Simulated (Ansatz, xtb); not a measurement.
## Isomers of C3H11BOSi in order of energy

4 gas-phase structures of C3H11BOSi, from a drawn sample of its isomers (lower ones may exist). Each was relaxed with GFN2-xTB; where two conformers were screened, the lower at r2SCAN-D4/def2-SVP is listed:

A. `B[Si](C)(C)OC`, a singlet
B. `BC[SiH2]COC`, a singlet
C. `B[C@@H](OC)[SiH2]C`, a singlet
D. `BC[Si@@H](C)OC`, a singlet

Task: Estimate their order in r2SCAN-D4/def2-SVP energy at these geometries, lowest first.

Result: Calculated order at r2SCAN-D4/def2-SVP: D (0.0), A (14.2), B (40.7), C (41.1) kcal/mol. Less than 1 kcal/mol parts B and C, so the order within that pair means little.

Energies above the lowest of each column, in kcal/mol; the last columns are at B3LYP-D3(BJ)/def2-SVP geometries and were run for some of them only (a dash: not run or not comparable):

```csv
structure,GFN2-xTB,HF/STO-3G,r2SCAN-D4/def2-SVP,B3LYP-D3(BJ)/def2-SVP,CCSD(T)/def2-SVP + ΔMP2/def2-TZVPP
D,0.0,0.0,0.0,0.0,0.0
A,15.3,7.9,14.2,13.3,13.0
B,35.2,20.4,40.7,40.6,45.6
C,33.9,23.1,41.1,–,–
```

Every level run on D puts it lowest or level with the lowest. Flexible structures stand in one conformer each, not always the lowest. Frequencies (GFN2-xTB) were run for A, B, D alone. The ΔMP2 step shifts differences by up to 5.2 kcal/mol, which makes them less sure. ΔMP2 is the change of the MP2 energy from the smaller to the larger basis.

Over these structures GFN2-xTB departs from r2SCAN-D4/def2-SVP by 3.4 kcal/mol on average once a common shift is removed. A GFN2-xTB relaxation took about 1 s and the r2SCAN-D4/def2-SVP energy about 8.9 s on a shared host (Ansatz 0.2.0, xtb 6.7.1).
